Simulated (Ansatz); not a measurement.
```yaml
crystal:
  periodic: [false, false, false]
  atoms:
    - {symbol: Sn, position_ang: [-1.685337, 1.658902, -1.593940]}
    - {symbol: Sn, position_ang: [1.602631, -1.539389, -1.569680]}
    - {symbol: Sn, position_ang: [-1.787178, -1.713747, 1.508939]}
    - {symbol: Sn, position_ang: [1.659902, 1.687979, 1.628582]}
    - {symbol: Sn, position_ang: [-3.383047, 0.112850, -0.123990]}
    - {symbol: Sn, position_ang: [0.037064, -3.241724, 0.103155]}
    - {symbol: Sn, position_ang: [-0.004284, 0.001846, -3.193043]}
    - {symbol: Sn, position_ang: [0.017715, 3.307388, -0.056640]}
    - {symbol: Sn, position_ang: [3.248307, -0.157578, -0.107786]}
    - {symbol: Sn, position_ang: [-0.004609, -0.145681, 3.374825]}
    - {symbol: H, position_ang: [-2.638244, 2.577223, -2.715573]}
    - {symbol: H, position_ang: [2.587327, -2.534242, -2.623626]}
    - {symbol: H, position_ang: [-2.527342, -2.589611, 2.565711]}
    - {symbol: H, position_ang: [2.666702, 2.654871, 2.576254]}
    - {symbol: H, position_ang: [-4.225818, -1.052833, -0.823752]}
    - {symbol: H, position_ang: [-4.214165, 1.012444, 1.023281]}
    - {symbol: H, position_ang: [-1.015915, -4.183858, -1.025404]}
    - {symbol: H, position_ang: [0.909979, -4.172790, 0.921292]}
    - {symbol: H, position_ang: [-1.046562, -0.917846, -4.213009]}
    - {symbol: H, position_ang: [1.034265, 0.961221, -4.409651]}
    - {symbol: H, position_ang: [1.099666, 4.217115, -1.098483]}
    - {symbol: H, position_ang: [-0.806248, 4.246766, 1.091380]}
    - {symbol: H, position_ang: [4.218669, 1.054359, -1.040565]}
    - {symbol: H, position_ang: [4.208310, -0.901415, 0.980580]}
    - {symbol: H, position_ang: [-1.068463, 0.980177, 4.181670]}
    - {symbol: H, position_ang: [1.167582, -0.998329, 4.305951]}
basis:
  gaussian: {orbitals: def2-TZVP, fitting: {mean_field: def2-universal-jkfit}}
hamiltonian: {xc: {name: PBE0}, dispersion: d4}
scf: {omitted_lower_state_checks: [starts]}
output: {forces: true}
```

```sh
$ ansatz run in.yaml --threads 2 --pin off --events-out ev --progress --plain --max-ram 32768MiB --backend cuda --devices 0, --max-vram 18GiB
```

Shortened log:

```
Functional definition: PBE0
  name "PBE0"
  cite "Adamo & Barone, J. Chem. Phys. 110, 6158 (1999) doi:10.1063/1.478522"
  cite "Perdew, Burke & Ernzerhof, Phys. Rev. Lett. 77, 3865 (1996) doi:10.1103/PhysRevLett.77.3865"
  parent pbe
  parameter a = 0.25
  parameter kappa = 0.804
  parameter beta = 0.06672455060314922
  exchange = (1 - a)*pbe_x(kappa = kappa, mu = beta*pi^2/3) + a*exact_x
  correlation = pbe_c(beta = beta)
these checks for a lower state are left out or cut short: starts
2468 factors; integrals over basis functions are off by at most 6.8e-1 eV
mean field evaluation 1: about -58578.7212 eV, gradient 2.5e1 eV
mean field evaluation 2: about -58579.4307 eV, gradient 1.8e1 eV
mean field evaluation 4: about -58580.1632 eV, gradient 2.1e0 eV
mean field evaluation 8: about -58580.1692 eV, gradient 2.3e-1 eV
mean field evaluation 16: about -58580.1693 eV, gradient 3.7e-5 eV
mean field -58580.16930913 eV, -2152.7815150456 hartree, gradient 3.7e-5 eV, S^2 0.000000; 0 other end points of the search recorded, 0 dependent functions left out
the calculation of the forces begins
reference -58580.16940128 eV, -2152.7815184321 hartree; 118, 118 occupied and 478, 478 virtual orbitals, 2468 factors
Total energy: -58581.49842369 eV, -2152.8303591047 hartree
Atom 0 at    -1.685337     1.658902    -1.593940 Å, force     0.591578     0.323600    -0.617736 eV/Å
Atom 1 at     1.602631    -1.539389    -1.569680 Å, force    -0.717824    -1.579443    -0.804160 eV/Å
Atom 2 at    -1.787178    -1.713747     1.508939 Å, force     2.064284     2.687239    -1.241192 eV/Å
Atom 3 at     1.659902     1.687979     1.628582 Å, force    -0.673859    -1.590001    -0.537526 eV/Å
Atom 4 at    -3.383047     0.112850    -0.123990 Å, force     1.710969     0.155174     1.469630 eV/Å
Atom 5 at     0.037064    -3.241724     0.103155 Å, force    -2.814303     2.201127    -3.223168 eV/Å
Atom 6 at    -0.004284     0.001846    -3.193043 Å, force     0.334030     0.982324    -0.889853 eV/Å
Atom 7 at     0.017715     3.307388    -0.056640 Å, force     0.672505    -0.530424     0.074257 eV/Å
Atom 8 at     3.248307    -0.157578    -0.107786 Å, force     0.174777     3.290047     0.364959 eV/Å
Atom 9 at    -0.004609    -0.145681     3.374825 Å, force    -0.206504     0.702841    -1.597714 eV/Å
Atom 10 at    -2.638244     2.577223    -2.715573 Å, force     0.080625    -0.058553     0.175748 eV/Å
Atom 11 at     2.587327    -2.534242    -2.623626 Å, force    -0.272930     0.143984     0.202436 eV/Å
Atom 12 at    -2.527342    -2.589611     2.565711 Å, force    -1.577286    -1.670612     1.788348 eV/Å
Atom 13 at     2.666702     2.654871     2.576254 Å, force     0.287136     0.294835     0.192370 eV/Å
Atom 14 at    -4.225818    -1.052833    -0.823752 Å, force    -1.181155    -1.050378    -0.998774 eV/Å
Atom 15 at    -4.214165     1.012444     1.023281 Å, force    -0.362507     0.200176     0.177705 eV/Å
Atom 16 at    -1.015915    -4.183858    -1.025404 Å, force     0.700030     0.398012     0.581702 eV/Å
Atom 17 at     0.909979    -4.172790     0.921292 Å, force     2.233309    -2.418030     2.127128 eV/Å
Atom 18 at    -1.046562    -0.917846    -4.213009 Å, force     0.112345    -0.052394     0.136843 eV/Å
Atom 19 at     1.034265     0.961221    -4.409651 Å, force    -0.815895    -0.670366     1.065113 eV/Å
Atom 20 at     1.099666     4.217115    -1.098483 Å, force    -0.519794    -0.164873     0.287834 eV/Å
Atom 21 at    -0.806248     4.246766     1.091380 Å, force    -0.210224     0.340157    -0.096986 eV/Å
Atom 22 at     4.218669     1.054359    -1.040565 Å, force    -0.452437    -0.875294     0.438888 eV/Å
Atom 23 at     4.208310    -0.901415     0.980580 Å, force     0.795706    -0.746836     0.635109 eV/Å
Atom 24 at    -1.068463     0.980177     4.181670 Å, force     0.338310    -0.378035     0.170050 eV/Å
Atom 25 at     1.167582    -0.998329     4.305951 Å, force    -0.290887     0.065722     0.118987 eV/Å
Dipole moment:    -0.390807    -0.148076    -0.001387 e Å
Checks for a lower state left out: starts
```

Run time 17 s (2 threads of AMD EPYC 7R13 on a shared host and a share (18 GiB) of an NVIDIA H100 80GB HBM3), peak host memory 1.5 GiB.

In the def2 sets Sn takes a core potential; there is no spin–orbit coupling.
